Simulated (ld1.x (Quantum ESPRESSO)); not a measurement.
# Before and after: TM potential for Be (Z = 4)

beryllium, norm-conserving Troullier–Martins (Kleinman–Bylander form), made with ld1.x (Quantum ESPRESSO) 7.5 (PBEsol, non-relativistic). Core [He], reference 2s1.75 2p0.25. Waves: 2s (bound): rc 1.30 bohr; 2p (bound): rc 4.20 bohr; 3d channel at 0.15 Ry: rc 4.50 bohr. Local part: the d channel. Core correction: none.

All-electron outer shells of the reference configuration (PBEsol, non-relativistic, ld1.x):

| shell | level (eV) | outermost node (bohr) | outermost maximum (bohr) |
| --- | --- | --- | --- |
| 2s | -5.70 | 0.60 | 2.04 |
| 2p | -2.12 | – | 2.31 |

Change: all radii scaled by about 1.30 (s 1.68, p 5.44, d 5.84 bohr).

Cutoffs: the cutoffs (Ry, on a coarse ladder) from which the occupation-weighted sum of valence levels, in a spherical-Bessel basis at the reference potential, stays within 10 and 1 mRy of its value at 400 Ry; they do not see the model core or the augmentation charge, which bear on the density cutoff. Errors are all-electron minus pseudo energies relative to the spin-unpolarised reference configuration.

Q: Predict the effect on cutoff, ghosts and configuration errors.

A: The potential gets softer (25 Ry and 45 Ry → 10 Ry and 18 Ry); of the 6 tests that both files solve, the error grows in 6 and shrinks in 0 by more than 15 % and 0.3 meV (median size 21.3 → 45.7 meV); neither file shows a bound ghost. A larger radius leaves more room for a smooth pseudo-wave, so fewer plane waves are needed. More of the atom is replaced by a form fitted at one configuration, so other configurations suffer.

| quantity | base | changed |
| --- | --- | --- |
| cutoff, loose | 25 Ry | 10 Ry |
| cutoff, tight | 45 Ry | 18 Ry |
| loose cutoff by channel (10 mRy a level) | s 10 Ry, p 6 Ry | s 8 Ry, p 6 Ry |
| bound ghosts | none | none |
| error for 2s2 2p0, meV [ΔE -0.89 eV] | -1.3 | -2.5 |
| error for 2s1 2p0, meV [ΔE 8.56 eV] | +31 | +67 |
| error for 2s1.5 2p0, meV [ΔE 2.83 eV] | +9.6 | +24 |
| error for 2s0 2p1, meV [ΔE 12.47 eV] | -127 | -262 |
| error for 2s0 2p2, meV [ΔE 6.31 eV] | -54 | -108 |
| error for 2s1 2p1, meV [ΔE 2.70 eV] | -11 | -21 |
